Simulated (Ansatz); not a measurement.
Program: Ansatz. Geometries: PBE0-D4/def2-TZVP. ΔE: electronic, gas phase. CBS: MP2 limit from def2 TZ/QZ plus the TZ coupled-cluster correction, frozen cores. This one scheme is used for every species. Functionals use def2-TZVPP. B3LYP here is the variant with VWN-RPA as its local correlation; programs differ in this. Each species was taken in one conformer, which may not be the lowest.

Reaction (formal hydrolysis of the Si–Si bond): `N[SiH2][Si](N)(O)O` + H₂O → `N[Si](O)(O)O` + `N[SiH3]`

`N[SiH2][Si](N)(O)O`:

Cartesian coordinates in Å:
```
N -2.032 1.115 -0.529
Si -0.382 1.164 -1.047
Si 0.650 -0.591 0.099
N 0.961 -0.425 1.786
O 2.107 -0.853 -0.615
O -0.442 -1.820 -0.040
H -2.678 1.826 -0.835
H -2.479 0.210 -0.517
H 0.185 2.482 -0.642
H -0.165 1.058 -2.524
H 0.172 -0.342 2.410
H 1.699 0.195 2.081
H 2.715 -1.439 -0.158
H -0.312 -2.580 0.531
```

H₂O:

```xyz
3

O     0.314    0.143    0.179
H     0.227   -0.707   -0.257
H    -0.542    0.564    0.078
```

`N[Si](O)(O)O`:

Z-matrix (Å, degrees):
```
Si
O 1 1.640
O 1 1.634 2 107.2
N 1 1.697 2 118.5 3 -116.5
O 1 1.642 2 103.3 3 123.0
H 2 0.958 1 115.6 3 -137.8
H 3 0.958 1 115.3 2 27.2
H 4 1.006 1 119.6 2 84.0
H 4 1.006 1 121.3 2 -63.9
H 5 0.958 1 115.8 2 173.3
```

`N[SiH3]`:

```xyz
7

N     0.801    0.704   -0.003
Si   -0.561   -0.346   -0.008
H     1.415    0.728   -0.801
H     1.320    0.841    0.850
H    -1.287   -0.145   -1.290
H    -0.263   -1.805    0.109
H    -1.426    0.022    1.142
```

```
             level  ΔE (kJ/mol)  difference from CCSD(T)/CBS
         r2SCAN-D4       -133.8                         -2.1
           PBE0-D4       -119.3                         12.4
          B3LYP-D4       -129.8                          1.9
           ωB97M-V       -139.3                         -7.6
            B2PLYP       -141.0                         -9.3
               PBE       -114.2                         17.5
              PBE0       -125.0                          6.7
             B3LYP       -139.1                         -7.4
    MP2/def2-TZVPP       -140.0                         -8.3
   CCSD/def2-TZVPP       -140.6                         -8.9
CCSD(T)/def2-TZVPP       -135.8                         -4.1
     HF/def2-QZVPP       -168.0                        -36.3
    MP2/def2-QZVPP       -137.8                         -6.1
SCS-MP2/def2-QZVPP       -141.9                        -10.2
      HF/CBS(def2)       -168.1                        -36.4
    CCSD/CBS(def2)       -136.4                         -4.7
       CCSD(T)/CBS       -131.7                            0
```

Largest T1 diagnostic among the species: 0.012.

From PBE to PBE0 (25 % exact exchange), in def2-TZVPP and without D4, ΔE moves by −10.9 kJ/mol. The D4 term adds +9.2 kJ/mol with B3LYP and +5.7 kJ/mol with PBE0; it sums over pairs of atoms, weighted by their polarisabilities, and B3LYP, whose exchange is more repulsive, gets the larger term. In def2-TZVPP, CCSD(T) changes the Hartree–Fock value by +31.5 kJ/mol (the triples alone add +4.8 kJ/mol) and MP2 by +27.4 kJ/mol.
